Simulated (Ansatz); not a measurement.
F3Ga, SMILES `[F][Ga]([F])[F]` with one electron removed (charge 1, multiplicity 2), frozen-core CCSD(T)/cc-pVTZ // B3LYP-D3(BJ)/def2-TZVP run with Ansatz (a program for electronic structure). The calculation was stopped at its time limit.

Ansatz 0.2 input:
```yaml
crystal:
  periodic: [false, false, false]
  atoms:
    - { symbol: F, position_ang: [-1.019897, -1.401944, 0.011056] }
    - { symbol: Ga, position_ang: [0.000006, 0.000011, -0.000003] }
    - { symbol: F, position_ang: [1.724105, -0.182301, -0.008511] }
    - { symbol: F, position_ang: [-0.704214, 1.584234, -0.002543] }
basis:
  gaussian: { orbitals: cc-pVTZ }
correlation:
  method: ccsd_t
total_charge: 1
magnetization:
  spin_polarized: true
  initial_magnetization: 1
```

The last lines of the output:

```
determinant -60443.74060826 eV, -2221.2664971148 hartree, with singles and doubles -60468.63154006 eV, -2222.1812219866 hartree
determinant -60443.67468763 eV, -2221.2640745763 hartree, with singles and doubles -60468.22210246 eV, -2222.1661754325 hartree
determinant -60442.71690246 eV, -2221.2288766203 hartree, with singles and doubles -60467.71652239 eV, -2222.1475957076 hartree
determinant -60445.87146033 eV, -2221.3448044840 hartree, with singles and doubles -60468.94942644 eV, -2222.1929040957 hartree
determinant -60445.87143997 eV, -2221.3448037357 hartree, with singles and doubles -60468.94940445 eV, -2222.1929032873 hartree
determinant -60445.87120406 eV, -2221.3447950660 hartree, with singles and doubles -60468.94920296 eV, -2222.1928958830 hartree
determinant -60445.74094203 eV, -2221.3400080247 hartree, with singles and doubles -60468.77584785 eV, -2222.1865252001 hartree
determinant -60445.74092909 eV, -2221.3400075491 hartree, with singles and doubles -60468.77583510 eV, -2222.1865247315 hartree
determinant -60445.74067654 eV, -2221.3399982684 hartree, with singles and doubles -60468.77560390 eV, -2222.1865162352 hartree
determinant -60444.94063760 eV, -2221.3105973794 hartree, with singles and doubles -60468.83199939 eV, -2222.1885887311 hartree
determinant -60445.87146033 eV, -2221.3448044840 hartree, with singles and doubles -60468.99259525 eV, -2222.1944905203 hartree
determinant -60445.87143997 eV, -2221.3448037357 hartree, with singles and doubles -60468.99257372 eV, -2222.1944897290 hartree
determinant -60445.87120406 eV, -2221.3447950660 hartree, with singles and doubles -60468.99239169 eV, -2222.1944830394 hartree
determinant -60445.74094203 eV, -2221.3400080247 hartree, with singles and doubles -60468.80243393 eV, -2222.1875022206 hartree
determinant -60445.74092909 eV, -2221.3400075491 hartree, with singles and doubles -60468.80242007 eV, -2222.1875017113 hartree
determinant -60445.74067654 eV, -2221.3399982684 hartree, with singles and doubles -60468.80220629 eV, -2222.1874938550 hartree
determinant -60444.94063760 eV, -2221.3105973794 hartree, with singles and doubles -60468.87519528 eV, -2222.1901761510 hartree
determinant -60444.94049190 eV, -2221.3105920250 hartree, with singles and doubles -60468.87507864 eV, -2222.1901718645 hartree
determinant -60444.36707168 eV, -2221.2895192206 hartree, with singles and doubles -60468.66625535 eV, -2222.1824977499 hartree
```
